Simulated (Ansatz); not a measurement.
The first iterations of a band of a periodic cell of 19 atoms, Y₁₈Mg (surface Y(0001), adsorbate Mg).

Computed with Ansatz, DFT PBE-D3(BJ), scalar-relativistic, plane waves, PAW. Settings: cutoff 420 eV, k mesh 3x2x1, fermi-dirac smearing 0.15 eV, no spin polarisation.

- movable images: 5
- climbing image: yes
- spring: 5.0 eV/Å²
- optimiser: quadratic models (default)
- start path: straight line
- force threshold: 0.05 eV/Å
- iteration limit: 80
- end points: relaxed
- atoms held: 1 to 6

Image 0:

```xyz
19
Lattice="7.3000 0.0000 0.0000 5.4750 9.4830 0.0000 0.0000 0.0000 16.7341" Properties=species:S:1:pos:R:3
Y 0.000 0.000 1.000
Y 3.650 0.000 1.000
Y 1.825 3.161 1.000
Y 5.475 3.161 1.000
Y 3.650 6.322 1.000
Y 7.300 6.322 1.000
Y -0.018 2.112 3.777
Y 3.670 2.099 3.788
Y 1.826 5.269 3.733
Y 5.473 5.247 3.759
Y 3.652 8.436 3.772
Y 7.298 8.453 3.777
Y -0.011 0.015 6.560
Y 3.659 -0.044 6.605
Y 1.825 3.181 6.491
Y 5.481 3.204 6.654
Y 3.629 6.308 6.484
Y 7.319 6.312 6.473
Mg 9.103 5.282 8.993
```

Image 6:

Only the atoms that move by more than 0.05 Å are listed.
```
Y13 -0.021 -0.014 6.484
Y14 3.669 -0.010 6.473
Y15 1.814 3.176 6.560
Y16 5.484 3.117 6.605
Y18 7.306 6.365 6.654
Mg19 10.928 8.443 8.993
```

| iteration | highest image above the first end (eV) | largest band force component (eV/Å) |
| --- | --- | --- |
| 1 | 0.377 | 1.636 |
| 2 | 0.136 | 0.298 |

Q: Does the band converge within its limit, and where does its top end?

A: It converged. It ended after 8 iterations with the highest image 0.043 eV above the first end. Beside the main top the profile has a ripple of under 15 meV (maxima at images 2, 4), which may be a very shallow well or noise. By the program's own check the climbing image is of a kind that is not told: the force calls were inconclusive, a negative curvature could not be distinguished from the path's own, the only one lies far off the path, or fixed occupations may fill a level only in part (lowest curvatures found: -0.08 and 0.26 eV/Å²). Limits of this set-up: coarse k mesh, thin slab, slab without dipole correction.

Run time: 8.8 min on 4 threads of AMD EPYC 9R45 96-Core Processor (Zen 5), with other jobs on the host, peak memory 6.8 GiB.
